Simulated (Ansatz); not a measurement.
```yaml
crystal:
  periodic: [false, false, false]
  atoms:
    - {symbol: C, position_ang: [-0.182403, -0.711328, 0.433175]}
    - {symbol: N, position_ang: [0.266737, 0.063033, 0.345845]}
    - {symbol: In, position_ang: [0.143742, 0.903024, -0.605078]}
    - {symbol: Cl, position_ang: [-0.443402, 0.296681, -1.787707]}
    - {symbol: Cl, position_ang: [0.688262, 2.077155, -0.712024]}
    - {symbol: H, position_ang: [0.242964, -1.136237, 0.736865]}
    - {symbol: H, position_ang: [-0.292606, -0.963527, -0.156001]}
    - {symbol: H, position_ang: [-0.720374, -0.685966, 0.899760]}
    - {symbol: H, position_ang: [0.425416, 0.383310, 1.017315]}
basis:
  gaussian: {orbitals: def2-TZVPD, final_grid: {core_spheres: 8, valence_spheres: 7, degree: 23}}
hamiltonian: {xc: {name: B2PLYP}}
accuracy: high
```

```sh
$ ansatz run in.yaml --threads 4 --pin off --events-out ev --progress --plain --max-ram 10444MiB
```

Shortened log:

```
Functional definition: B2PLYP
3958 factors; integrals over basis functions are off by at most 3.7e-9 eV
mean field evaluation 1: about -32626.7826 eV, gradient 1.4e2 eV
mean field evaluation 2: about -32627.0434 eV, gradient 1.4e2 eV
mean field evaluation 4: about -32649.4271 eV, gradient 4.7e1 eV
mean field evaluation 8: about -32652.9648 eV, gradient 4.9e-1 eV
mean field evaluation 16: about -32652.9706 eV, gradient 5.5e-4 eV
mean field -32652.97062208 eV, -1199.9745373830 hartree, gradient 2.6e-8 eV, S^2 0.000000; 0 other end points of the search recorded, 0 dependent functions left out
16 core orbitals not correlated: weight in the atoms' cores, before any rotation towards them, 0.992 or more for the frozen orbitals, at most 0.004 for the correlated occupied ones
reference -32652.97064612 eV, -1199.9745382664 hartree; 20, 20 occupied and 222, 222 virtual orbitals, 3958 factors
second order -38.02528647 eV of doubles, -0.00000000 eV of singles
Total energy: -32663.23747347 eV, -1200.3518372123 hartree
```

(1) What is wrong with this run?

Results:

(1) The geometry is squeezed to about two thirds of its size. The calculation finished and met its thresholds. The result belongs to that input, not to the molecule as meant.
